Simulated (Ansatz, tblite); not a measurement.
Cost and result up the ladder for Ge3H5⁻ (8 atoms). The state is a singlet with charge -1. Geometry: PBE-D4/def2-SVPD.

```xyz
8

Ge   -0.049   -1.078   -2.034
Ge    1.271    0.698    1.793
Ge   -0.305   -0.246    0.221
H    -1.065   -1.400    1.016
H     0.037    0.281   -2.865
H     1.443    2.175    1.215
H     0.245    1.015    2.976
H    -1.577   -1.445   -2.323
```

Ansatz on 4 threads of Arm Neoverse V1 on a shared host; xTB runs through tblite on one thread. Times are rough, summed over both states, and most runs start from the orbitals of an earlier one. No level here is sound enough to serve as a yardstick. The other state is a doublet.

The xTB rows come from tblite. The structure comes from a short search, and lower isomers may exist.

Raw xTB energies of ions are shifted by several eV.

```json
{"level": "PBE-D4/def2-TZVPD", "functions": "207", "vertical IE (eV)": "2.74", "remarks": "restricted SCF unstable in HF (-1 singlet)"}
{"level": "GFN2-xTB", "functions": "32", "vertical IE (eV)": "6.56", "remarks": "–"}
{"level": "PBE0-D4/def2-TZVPD (with forces)", "functions": "207", "vertical IE (eV)": "2.71", "remarks": "restricted SCF unstable in HF (-1 singlet), spin-contaminated (⟨S²⟩ 0.88) (doublet)"}
{"level": "r2SCAN-D4/def2-TZVPD", "functions": "207", "vertical IE (eV)": "2.72", "remarks": "restricted SCF unstable in HF (-1 singlet), spin-contaminated (⟨S²⟩ 0.87) (doublet)"}
```

(1) Estimate how long each takes.

## Answers

(1) GFN2-xTB 0.008 s; PBE-D4/def2-TZVPD 7.9 s; PBE0-D4/def2-TZVPD (with forces) 18 s; r2SCAN-D4/def2-TZVPD 21 s. On shared hardware such times vary by a factor of up to 3.
